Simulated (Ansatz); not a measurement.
Abridged output of a molecular run in Ansatz:

```
Functional definition: HF
1127 factors; integrals over basis functions are off by at most 1.1e-3 eV
mean field evaluation 1: about -21202.6148 eV, gradient 3.5e1 eV
mean field evaluation 2: about -21202.7780 eV, gradient 3.5e1 eV
mean field evaluation 4: about -21205.3882 eV, gradient 2.8e0 eV
mean field evaluation 8: about -21205.4353 eV, gradient 2.3e-1 eV
mean field -21205.43564877 eV, -779.2853865316 hartree, gradient 3.5e-6 eV, S^2 0.000000; 0 other end points of the search recorded, 0 dependent functions left out
12 core orbitals not correlated: weight in the atoms' cores, before any rotation towards them, 1.000 or more for the frozen orbitals, at most 0.000 for the correlated occupied ones
reference -21205.43564877 eV, -779.2853865316 hartree; 12, 12 occupied and 170, 170 virtual orbitals, 1127 factors
second order -18.58270247 eV of doubles, -0.00000000 eV of singles
cycle   1  -19.01371090 eV  change   -4.3e-1 eV  update   9.2e-2
cycle   2  -19.44854896 eV  change   -4.3e-1 eV  update   2.8e-2
cycle   3  -19.55152033 eV  change   -1.0e-1 eV  update   1.5e-2
cycle   4  -19.54271642 eV  change    8.8e-3 eV  update   3.4e-3
cycle   5  -19.54081858 eV  change    1.9e-3 eV  update   1.5e-3
cycle   6  -19.54135009 eV  change   -5.3e-4 eV  update   4.7e-4
cycle   7  -19.54112463 eV  change    2.3e-4 eV  update   1.7e-4
cycle   8  -19.54105790 eV  change    6.7e-5 eV  update   6.1e-5
cycle   9  -19.54108162 eV  change   -2.4e-5 eV  update   2.6e-5
perturbative correction -0.72275737 eV, -0.0265608434 hartree
Total energy: -21225.69948776 eV, -780.0300688793 hartree
```

Its atoms:

Cartesian coordinates in Å:
```
C 0.8823 1.0529 0.0053
S -0.9222 0.9160 -0.2277
Al -1.1419 -1.2212 -0.0223
F -2.6503 -1.8672 -0.1572
H 1.3500 0.0818 0.1726
H 1.3149 1.5049 -0.8858
H 1.0750 1.6914 0.8659
H 0.0923 -2.1587 0.2493
```

Which basis set was used?
A. cc-pV(T+d)Z
B. def2-SVP
C. def2-QZVPP
D. def2-SVPD

A. It gives 194 functions.

Write the keys of the input that set method, charge and spin (a neutral closed shell needs none for the last two).


```yaml
correlation: {method: ccsd_t}
```
